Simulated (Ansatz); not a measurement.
Isolated molecules relaxed with PBE0-D4/def2-TZVP in Ansatz; ΔE leaves out vibrations. CCSD(T)/CBS adds triple-zeta CCSD(T) − MP2 to the extrapolated MP2 energy (def2 sets, frozen cores). This one scheme is used for every species. Functionals use def2-TZVPP. For Ge outer-core shells are correlated without core-valence functions, which leaves a few kJ/mol of doubt a bond. Scalar relativity is left out up to krypton. Each species was taken in one conformer, which may not be the lowest.

Reaction (ligand exchange at the Si–N bond): `N[SiH2][GeH2][OH]` + H₂S → `[OH][GeH2][SiH2]S` + NH₃

```json
{"species": "`N[SiH2][GeH2][OH]`", "r2SCAN energy (Eh)": "-2500.69358"}
{"species": "H₂S", "r2SCAN energy (Eh)": "-399.37417"}
{"species": "`[OH][GeH2][SiH2]S`", "r2SCAN energy (Eh)": "-2843.52708"}
{"species": "NH₃", "r2SCAN energy (Eh)": "-56.54856"}
```

(1) Work out ΔE.

Largest T1 diagnostic among the species: 0.012.

## Answers

(1) ΔE = (-2843.52708) + (-56.54856) − (-2500.69358) − (-399.37417) = -0.00789 Eh = -20.7 kJ/mol. CCSD(T)/CBS gives -18.3 kJ/mol.

The D4 term adds −3.4 kJ/mol with B3LYP and −1.8 kJ/mol with PBE0; it sums over pairs of atoms, weighted by their polarisabilities, and B3LYP, whose exchange is more repulsive, gets the larger term. In def2-TZVPP, CCSD(T) changes the Hartree–Fock value by −11.1 kJ/mol (the triples alone add −3.0 kJ/mol) and MP2 by −14.0 kJ/mol.

B3LYP here is the variant with VWN-RPA as its local correlation; programs differ in this.
